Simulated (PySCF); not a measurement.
Polarisability and C₆ of Cl²⁺ (chlorine, charge +2)

[Ne] 3s2 3p3, high-spin 4S determinant. Computed with PySCF 2.14 in dyall-acv3z (19s12p6d4f, 113 functions), with the spin-free X2C one-electron Hamiltonian (Gaussian nucleus). Coupled (time-dependent) response in atomic units; α is the mean over directions.

| method | mean α (bohr³) | C₆ (like pair) | S(−4) |
| --- | --- | --- | --- |
| PBEsol | 5.870 | 20.92 | 10.11 |

S(−4) is the Cauchy moment in α(ω) = α(0) + S(−4) ω² + …

α(iu) at PBEsol:

```tsv
u (hartree)	α(iu) (bohr³)
0	5.870
0.0500	5.845
0.100	5.771
0.200	5.497
0.300	5.103
0.500	4.176
0.750	3.115
1.00	2.321
1.50	1.374
2.00	0.8978
3.00	0.4759
5.00	0.2140
```

A single London oscillator, α(iu) = α/(1 + u²/ω²), gives C₆ = (3/4) ω α². Matching the computed C₆ needs ω = 4 × 20.92 / (3 × 5.870²) = 0.810 hartree.

For an ion, C₆ is the dispersion term alone; charge-induced terms of lower order in 1/R come first.
